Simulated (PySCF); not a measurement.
# One molecule, several mistakes: C2H6Si2

These are calculations, not measurements. They come from PySCF 2.14.0, an open-source quantum chemistry program, on an isolated molecule that a program drew, which may never have been made. The molecule is C2H6Si2 (charge 0, singlet), drawn as the SMILES string `C=[Si](C)[SiH]`.

Each row is a Hartree-Fock (HF) and frozen-core CCSD(T) single point in the cc-pV(D+d)Z basis, meant for a local HF minimum. Run 1 is clean. Each other run has one planted mistake out of seven kinds, and not every kind appears here: one electron removed, one electron added, multiplicity raised by two, geometry at a saddle point, minimal basis STO-3G, one bond length entered in bohr, all coordinates scaled. The reference is restricted for singlets and unrestricted otherwise, and also for a bond in bohr. Adding or removing an electron swaps singlet and doublet. Electrons count all cores. HOMO and LUMO are orbital energies over both spins, the gradient is its largest component, and the lowest frequency (negative if imaginary) is given only where the gradient is small. Bond lengths are over the 9 bonds as drawn. T1 is the CCSD diagnostic: over 0.02 (restricted) or 0.045 (unrestricted) a single reference is doubtful.

Geometry of the clean run:
```xyz
10
C2H6Si2, angstrom
C    -1.5384    1.1237   -0.6129
Si   -0.5334   -0.2252   -0.2942
C    -0.4255   -1.6400   -1.5339
Si    0.7219   -0.2976    1.7230
H    -2.1441    1.2377   -1.5077
H    -1.6098    1.9446    0.0923
H    -1.0609   -1.4414   -2.3999
H    -0.7455   -2.5818   -1.0801
H     0.6015   -1.7758   -1.8834
H     0.1643    1.0434    2.1431
```

| run | electrons | basis functions | <S^2> | HOMO (eV) | LUMO (eV) | gradient (hartree/bohr) | lowest frequency (cm^-1) | mean bond (Å) | longest bond (Å) | T1 | HF (hartree) | CCSD(T) (hartree) | mistake |
|---|---|---|---|---|---|---|---|---|---|---|---|---|---|
| 1 | 46 | 104 | 0.000 | -8.20 | -0.15 | 3.0e-05 | 98 | 1.4372 | 2.377 | 0.0174 | -656.99685 | -657.54078 | no fault |
| 2 | 47 | 104 | 0.917 | -1.75 | 6.72 | 3.5e-02 | - | 1.4372 | 2.377 | 0.0281 | -657.03273 | -657.57876 | one electron added |
| 3 | 46 | 104 | 2.269 | -7.66 | -0.08 | 3.2e-02 | - | 1.4372 | 2.377 | 0.0389 | -656.98746 | -657.50360 | multiplicity raised by two |
| 4 | 46 | 104 | 0.000 | -7.79 | -0.27 | 3.9e-02 | - | 1.5306 | 2.532 | 0.0186 | -656.96334 | -657.52170 | all coordinates scaled |
| 5 | 46 | 104 | 1.517 | -7.97 | 0.35 | 4.0e-02 | - | 1.5453 | 2.377 | 0.0841 | -656.88584 | -657.40801 | ? |
| 6 | 45 | 104 | 1.353 | -14.30 | -5.92 | 6.1e-02 | - | 1.4372 | 2.377 | 0.0610 | -656.75833 | -657.23963 | ? |

**Which mistake was planted in run 5, and what did it cost?**

The mean bond changes by a factor of 1.075 and the longest by 1.000, so the molecule wasn't scaled as a whole. A length L in bohr read as angstrom grows by (1/0.5292 - 1) L = 0.890 L. The 9 bonds together grew by 9 x 0.1081 = 0.973 Å, which gives L = 1.093 Å. That is the length of one of the C-H bonds, 1.093 Å in the clean geometry. So the mistake is: one bond length entered in bohr. Subtracting run 1 and multiplying by 627.51 kcal/mol a hartree, the energy moved by 69.7 kcal/mol in HF and 83.3 kcal/mol in CCSD(T).

**Which mistake was planted in run 6, and what did it cost?**

It counts 45 electrons, one fewer than the clean run, at the same geometry and basis. So the mistake is: one electron removed. Subtracting run 1 and multiplying by 627.51 kcal/mol a hartree, the energy moved by 149.7 kcal/mol in HF and 189.0 kcal/mol in CCSD(T).

Cautions from the logs. Run 5: T1 is over the limit, so its CCSD(T) energy is less reliable; run 6: T1 is over the limit, so its CCSD(T) energy is less reliable.
